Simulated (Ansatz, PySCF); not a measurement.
N-silylprop-2-yn-1-amine (C₃H₇NSi), SMILES C#CCN[SiH3]. Atoms are numbered in the order given.

```xyz
12

C      2.1755     1.6020     0.3493
C      1.5760     0.5526     0.4785
C      0.8289    -0.7074     0.5854
N     -0.1846    -0.9096    -0.4406
Si    -1.7405    -0.1249    -0.3823
H      2.7039     2.5312     0.2421
H      0.3408    -0.7504     1.5765
H      1.5460    -1.5494     0.5762
H      0.2269    -1.0280    -1.3641
H     -2.3285    -0.4089     0.9610
H     -2.5708    -0.7260    -1.4662
H     -1.7415     1.3642    -0.5686
```
Charge 0, spin multiplicity 1.

The structure is a stationary point at r2SCAN-D4/def2-SVP. Other conformers were not sampled.

Vertical ionisation energy (IE) and electron affinity (EA) in eV. Rows of orbital energies are one-electron estimates. Where ΔSCF, EOM or ADC give a negative EA the extra electron is unbound and the value depends on the basis.

| level | IE | EA |
|---|---|---|
| −ε(HOMO), −ε(LUMO), HF/def2-TZVP (PySCF) | 10.39 | -3.15 |
| −ε(HOMO), −ε(LUMO), PBE/def2-TZVP (PySCF) | 5.81 | 0.71 |
| ΔSCF, CAM-B3LYP/def2-SVPD (Ansatz), final states of multiplicity 2 and 2 | 9.30 | -1.59 |
| ΔSCF, PBE/def2-SVPD (Ansatz), final states of multiplicity 2 and 2 | 8.84 | -1.24 |

Problem. What vertical singlet–triplet gap does ΔSCF give with CAM-B3LYP/def2-SVPD (Ansatz, an electronic-structure program) and with PBE/def2-SVPD (Ansatz)? (Estimate from the structure and the level; the computed values follow.)

Solution. 5.48 and 5.12 eV (triplet above singlet where positive).
